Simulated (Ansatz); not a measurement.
CHO₂, SMILES [OH+]=C=O, charge +1.

Geometry: PBE0-D3(BJ)/def2-TZVP. The isomer is the one that the SMILES or the coordinates give; other isomers of the formula were not compared.

Two levels are set side by side: PBE/def2-TZVPD (Ansatz, a program for electronic structure) and CAM-B3LYP/def2-TZVPD (Ansatz). Energy differences of separate SCF runs at the same geometry; the states with an electron removed or added have multiplicity 2 and 2. Differences are taken from unrounded values.

```csv
quantity,CAM-B3LYP
vertical ionisation energy (eV),22.89
vertical electron affinity (eV),5.68
vertical singlet–triplet gap (eV),7.86
```

What does PBE give, and how far is it from CAM-B3LYP? (Estimate from the structure and the level; the computed values follow.)


```csv
quantity,PBE,PBE minus CAM-B3LYP
vertical ionisation energy (eV),22.62,-0.27
vertical electron affinity (eV),5.79,0.11
vertical singlet–triplet gap (eV),7.82,-0.04
```

Here PBE gives about what the other level gives.
